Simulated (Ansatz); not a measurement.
`CO[Si]C` + `ClC1=CC=C1` → `CO[Si]Cl` + `CC1=CC=C1` at 400 K and 1 bar (formal exchange of groups at the Si–C bond).

Gas-phase electronic energies from Ansatz, PBE0-D4/def2-TZVP geometries. CCSD(T)/CBS is the MP2 limit (def2-TZVPP, def2-QZVPP) plus CCSD(T) − MP2 in def2-TZVPP, frozen cores. Each species was taken in one conformer, which may not be the lowest.

| species | CCSD(T)/CBS energy (Eh) | H − E (kJ/mol) | S (J/(mol·K)) |
| --- | --- | --- | --- |
| `CO[Si]C` | -443.95718 | 234.1 | 358.7 |
| `ClC1=CC=C1` | -613.64986 | 161.9 | 321.9 |
| `CO[Si]Cl` | -863.93892 | 141.0 | 345.2 |
| `CC1=CC=C1` | -193.73925 | 261.0 | 326.5 |

H − E and S are ideal-gas, rigid-rotor, harmonic terms from PBE0-D4/def2-TZVP, for one conformer and one mirror image of each species. 1 Eh = 2625.50 kJ/mol, R = 8.31446 J/(mol·K).

Q: By hand: ΔE, ΔH, ΔS and ΔG.

A: ΔE = (-863.93892) + (-193.73925) − (-443.95718) − (-613.64986) = -0.07113 Eh = -186.8 kJ/mol. Δ(H − E) = 141.0 + 261.0 − 234.1 − 161.9 = 6.0, so ΔH = -180.8 kJ/mol. ΔS = 345.2 + 326.5 − 358.7 − 321.9 = -8.9 J/(mol·K). ΔG = -180.8 − 400 × (-8.9)/1000 = -177.2 kJ/mol.

Q: By hand: the equilibrium constant, and the temperature at which ΔG would vanish if ΔH and ΔS stayed fixed.

A: log₁₀ K = −ΔG/(RT ln 10) = 23.1. ΔG = 0 at ΔH/ΔS = 20315 K, far beyond where these terms or the molecules hold.

The number of gas molecules stays the same, so ΔS is small and ΔH decides. A doubt of 5 kJ/mol in ΔE shifts log₁₀ K by 0.7 here. Other conformers and mirror images would add mixing entropy, several J/(mol·K) or more a flexible species. Modes under 60 cm⁻¹, often nearly free rotors, make the harmonic entropy too high. These are equilibria of isolated gas molecules and say nothing of rates. Largest T1 diagnostic: 0.014 (customary marks: 0.02 for closed shells, 0.045 for open ones).
